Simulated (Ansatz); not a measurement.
A structure relaxed at PBE-D4/def2-SVP in Ansatz, charge -1, doublet:

```xyz
17

Si   -0.593    0.919   -3.388
Si   -0.656    2.221   -1.306
Si   -1.668   -0.449    2.738
Si   -0.996   -2.081   -2.358
Si    1.443   -0.995    1.923
Si   -1.472    0.377   -0.129
Si    1.377    3.074    1.786
Si    3.145    1.932    0.553
Se   -2.547   -0.297   -2.288
Se    0.901   -0.980   -2.743
Se    2.915   -0.357    0.256
Se    0.443    1.039    2.710
Se   -3.156    0.841    1.346
Se    1.707   -2.543    3.376
Se   -1.571   -4.107   -2.467
Se   -0.704   -1.700    0.757
Se    1.431    3.107   -0.766
```

(1) Give its formula.

(2) Summarise the bond lengths by kind (pairs closer than 1.2 times the sum of covalent radii, bridged metal pairs left out).

## Answers

(1) Si₈Se₉⁻.

(2) 20 × Se–Si 2.11 to 2.58 Å; 3 × Si–Si 2.34 to 2.46 Å.

Single mean-field runs in def2-SVP are fitted with def2-universal-jkfit. The structure comes from a short search, and lower isomers may exist.
